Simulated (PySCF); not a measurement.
**State search for NiN**

Unrestricted PBE0; Ni def2-TZVPPD, N def2-TZVPPD; no relativity (PySCF 2.14). Outer shells of the fragments: Ni 3d8 4s2; N 2s2 2p3.

Followed along the bond (rough minima from three points):

```
2Ms+1   unpaired  ⟨S²⟩ at the start  R at minimum (Å)  Te (eV)
    4  σ ↑, π ↑↑               3.77              1.66     0.00
    4  π ↑↑, δ ↑               3.82              1.77     0.10
    2  σ ↓, π ↑↑               1.83              1.76     0.14
    2        π ↑               1.53              1.76     0.19
    2  π ↑↑, δ ↓               1.79              1.80     0.22
    4      π ↑↑↑               3.82              1.88     0.58
```

Solutions found at the starting distance of 1.710 Å, counted from the lowest of them; the search is not exhaustive and high or unbound solutions are not listed, so other states can lie among these:

| 2Ms+1 | unpaired | term | E (eV) | ⟨S²⟩ | ⟨Lz²⟩ | μ (D) |
| --- | --- | --- | --- | --- | --- | --- |
| 4 | σ ↑, π ↑↑ | ⁴Σ⁻ | 0.00 | 3.77 | 0.00 | -4.25 |
| 4 | π ↑↑, δ ↑ | ⁴Δ | 0.12 | 3.82 | 4.01 | -3.57 |
| 2 | σ ↓, π ↑↑ | mixed | 0.14 | 1.83 | 0.00 | -3.81 |
| 2 | π ↑ | mixed | 0.19 | 1.53 | 1.04 | -3.61 |
| 2 | π ↑↑, δ ↓ | mixed | 0.26 | 1.79 | 4.01 | -3.42 |
| 4 | π ↑↑↑ | ⁴Π | 0.82 | 3.82 | 1.01 | -3.73 |
| 6 | σ ↑↑, π ↑↑, δ ↑ | ⁶Δ | 1.30 | 8.76 | 4.01 | -0.49 |
| 4 | σ ↑, π ↑, δ ↑ | mixed | 1.42 | 3.77 | 5.01 | -4.78 |
| 2 | π ↑ | mixed | 1.67 | 1.60 | 2.51 | -4.73 |
| 6 | σ ↑↑, π ↑↑↑ | mixed | 2.06 | 8.76 | 1.26 | -0.10 |

A term symbol is given only where ⟨S²⟩ and ⟨Lz²⟩ are close to those of a pure state; real π, δ and φ orbitals otherwise mix terms. A positive dipole means Ni(−)N(+).

The state is the lowest single determinant that the PBE0 search found; with open d or f shells the true ground state can be another one.
